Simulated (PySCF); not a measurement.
# Electron correlation in O (oxygen, neutral)

[He] 2s1 2p5, high-spin 3P determinant (an excited configuration). Computed with PySCF 2.14 in aug-cc-pwCVTZ (7s6p4d2f, 59 functions), with no relativity, point nucleus. Frozen: nothing; 8 electrons correlated.

MP2 pair energies summed by pair of shells (mhartree):

```
 pair   energy  share (%)
2p-2p  -155.58       66.2
1s-1s   -34.23       14.6
2s-2p   -26.81       11.4
1s-2p   -15.82        6.7
1s-2s    -2.48        1.1
```

Total MP2 correlation energy: -234.91 mhartree.

Same-spin part -49.57 and opposite-spin part -185.34 mhartree; SCS-MP2 scales them by 1/3 and 6/5 to -238.94 mhartree.
